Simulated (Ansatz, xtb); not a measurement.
# Relative energy of two structures of ClH3InSi2+

We compare a, a singlet given by its coordinates, with b, a singlet given by its coordinates. Both are gas-phase species (loosely bound parts included), relaxed with B3LYP-D3(BJ)/def2-SVP.

a (Å):

```yaml
atoms:
  - { symbol: Cl, position_ang: [-0.1742, -0.6674, 0.1147] }
  - { symbol: In, position_ang: [0.5394, -2.1450, -2.5856] }
  - { symbol: Si, position_ang: [-1.7518, -1.9895, -0.4456] }
  - { symbol: Si, position_ang: [-3.2450, -1.5780, 1.4002] }
  - { symbol: H, position_ang: [-2.4619, -1.9445, 2.6122] }
  - { symbol: H, position_ang: [-4.4613, -2.4118, 1.2303] }
  - { symbol: H, position_ang: [-3.5352, -0.1191, 1.3404] }
```

Close contacts (Å): Cl1–In2 3.16, Cl1–Si3 2.13, In2–Si3 3.14, Si3–Si4 2.41, Si4–H5 1.49, Si4–H6 1.48, Si4–H7 1.49.

b (Å):

```yaml
atoms:
  - { symbol: Cl, position_ang: [-2.0160, -1.1182, 0.6187] }
  - { symbol: In, position_ang: [-3.9333, 1.0441, -0.3744] }
  - { symbol: Si, position_ang: [-0.0940, -0.1505, 0.6355] }
  - { symbol: Si, position_ang: [-0.7480, 2.0090, -0.1497] }
  - { symbol: H, position_ang: [0.7731, -0.9259, -0.2889] }
  - { symbol: H, position_ang: [0.3850, -0.1934, 2.0415] }
  - { symbol: H, position_ang: [0.5634, 2.7567, -0.1681] }
```

Close contacts (Å): Cl1–In2 3.06, Cl1–Si3 2.15, Si3–Si4 2.39, Si3–H5 1.49, Si3–H6 1.49, Si4–H7 1.51.

Question: Estimate E(b) − E(a) at the level CCSD(T)/def2-SVP + ΔMP2/def2-TZVPP.

Answer: Calculated at CCSD(T)/def2-SVP + ΔMP2/def2-TZVPP: E(b) − E(a) = +33.8 kJ/mol, so structure a lies lower.

How the difference moves with the method:

| level | geometry | E(b) − E(a) (kJ/mol) | departure from the last row (kJ/mol) | job, with rough time for the two |
| --- | --- | --- | --- | --- |
| B3LYP-D3(BJ)/def2-SVP | B3LYP-D3(BJ)/def2-SVP | +30.1 | −3.7 | optimisation, 1.7 min |
| HF/def2-SVP | B3LYP-D3(BJ)/def2-SVP | +16.7 | −17.1 | part of the CCSD(T) run |
| MP2/def2-SVP | B3LYP-D3(BJ)/def2-SVP | +29.6 | −4.2 | part of the CCSD(T) run |
| CCSD(T)/def2-SVP | B3LYP-D3(BJ)/def2-SVP | +29.9 | −3.9 | single point |
| CCSD(T)/def2-SVP + ΔMP2/def2-TZVPP | B3LYP-D3(BJ)/def2-SVP | +33.8 |  | single point, 43 s |

None of the levels shown reverses the order. The largest departure from CCSD(T)/def2-SVP + ΔMP2/def2-TZVPP is that of HF/def2-SVP, 17.1 kJ/mol. Levels run at GFN2-xTB geometries aren't shown. The last row adds to CCSD(T) the change of the MP2 difference between the two basis sets, here +3.9 kJ/mol.

With harmonic frequencies from B3LYP-D3(BJ)/def2-SVP (ideal gas, rigid rotor, one conformer each, 298.15 K, 1 atm): on the last row, ΔE + ΔZPE = +32.3 kJ/mol. A mode under 50 cm⁻¹ makes harmonic enthalpies and free energies unreliable, so none is given.

The correlated steps freeze 19 core orbitals; the filled d shell of In is correlated, in a basis made for valence electrons. Atoms past krypton carry core potentials in the def2 sets and no spin–orbit term is included. Run with Ansatz 0.2.0; the last row on 1 thread of Intel(R) Xeon(R) Platinum 8488C (Sapphire Rapids) on a shared host.
